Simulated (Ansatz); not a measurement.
BFGeH5NO can be A, `OB(F)[NH][GeH3]`, or B, `N[BH][GeH]([OH])[F]`.

Gas-phase electronic energies from Ansatz, PBE0-D4/def2-TZVP geometries. CCSD(T)/CBS adds triple-zeta CCSD(T) − MP2 to the extrapolated MP2 energy (def2 sets, frozen cores). Functionals use def2-TZVPP. B3LYP here is the variant with VWN-RPA as its local correlation; programs differ in this. For Ge outer-core shells are correlated without core-valence functions, which leaves a few kJ/mol of doubt a bond. Scalar relativity is left out up to krypton. Each species was taken in one conformer, which may not be the lowest.

Problem. Which isomer does CCSD(T)/CBS put lower? Give the gap. (Best estimate.)

Solution. Computed: A, by 153.1 kJ/mol.

Problem. Give E(B) − E(A) in kJ/mol with r2SCAN-D4, MP2/def2-TZVPP, B3LYP-D4, HF/def2-TZVPP, CCSD/def2-TZVPP, PBE-D4, PBE0-D4. (An estimate is asked.)

Solution. Ansatz gave: r2SCAN-D4 153.9, MP2/def2-TZVPP 157.2, B3LYP-D4 152.6, HF/def2-TZVPP 181.4, CCSD/def2-TZVPP 162.0, PBE-D4 139.7, PBE0-D4 153.7. None reverses the order clearly.

Largest T1 diagnostic: 0.013.

In def2-TZVPP, CCSD(T) changes the Hartree–Fock value by −23.8 kJ/mol (the triples alone add −4.4 kJ/mol) and MP2 by −24.2 kJ/mol. From PBE to PBE0 (25 % exact exchange), in def2-TZVPP and without D4, E(B) − E(A) moves by +14.2 kJ/mol.
